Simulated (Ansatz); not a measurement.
`C[NH][GeH]([Cl])[O]C`, charge 0, multiplicity 1.

Problem. Give a relaxed structure at PBE0-D4/def2-TZVP (the Gaussian-basis code of Ansatz). (Estimate.)

Solution. Computed: 
Z-matrix (Å, degrees):
```
C
N 1 1.452
H 1 1.093 2 109.6
H 1 1.093 2 110.2 3 -117.4
H 1 1.097 2 114.0 3 120.7
Ge 2 1.811 1 120.2 3 -44.0
H 2 1.011 1 112.6 3 178.4
O 6 1.762 2 108.0 1 173.6
Cl 6 2.153 2 113.8 1 -72.6
H 6 1.534 2 109.6 1 49.1
C 8 1.413 6 118.2 2 -65.8
H 11 1.097 8 111.9 6 -63.9
H 11 1.096 8 112.1 6 58.2
H 11 1.092 8 107.5 6 177.5
```
This is one stationary point; other conformers may exist.
